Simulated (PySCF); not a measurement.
Compound: MnO3Cl (singlet state).
SMILES with atom numbers: `[O:1]=[Mn:2](=[O:3])(=[O:4])[Cl:5]`

Structure used (PBE0-D3(BJ)/def2-SVP), in Å, numbered top down from 1:
```
atom  x, y, z in Å
O1    -0.533    1.343   -0.657
Mn2   -0.137    0.022    0.016
O3    -0.879   -1.163   -0.611
O4    -0.362    0.082    1.532
Cl5    1.928   -0.278   -0.315
```

Method used: core-valence-separated Tamm–Dancoff BHandHLYP/aug-pcX-1 (def2-SVPD on Cl, def2-SVPD on Mn) in PySCF, non-relativistic, gas phase, PBE0-D3(BJ)/def2-SVP geometry. BHandHLYP without relativity tends to put these K edges a few eV too low, so spacings mean more than positions.

(1) Give energies, oscillator strengths and core holes at the O K edge.

Results:

(1) 
```
E (eV)       f  core hole on                                    main final orbital
526.94  0.1475      O1/O3/O4                       LUMO/LUMO+1 (3 roots, f summed)
529.53  0.1679      O1/O3/O4  LUMO/LUMO+1/LUMO+2/LUMO+3/LUMO+4 (6 roots, f summed)
531.73  0.0111      O1/O3/O4                            LUMO+2 (3 roots, f summed)
532.24  0.0218      O1/O3/O4                     LUMO+3/LUMO+4 (3 roots, f summed)
```

The first line with a tenth or more of the strongest one's intensity is at 526.94 eV (f = 0.148, sum of 3), with the hole on O1/O3/O4 (oxygen bonded to Mn). The strongest listed is at 529.53 eV (f = 0.168, sum of 6; O1/O3/O4).

Roots within 0.03 eV whose holes lie on the same, on equivalent or on shared atoms are summed into one line, and the highest roots are left out, as the search may have cut off their partners. Final orbitals are the ground state's empty Kohn–Sham orbitals.

Task: What is the summed oscillator strength of the listed O K lines, and their intensity-weighted mean energy?

Result: Σf = 0.348 over 4 lines from 526.94 to 532.24 eV; the weighted mean is 528.67 eV. The strongest line holds 48 % of the sum.

Only the lowest roots of each edge were sought.

Cost: about 17 s of CPU time on one thread; the machine was shared, so the figure is rough.
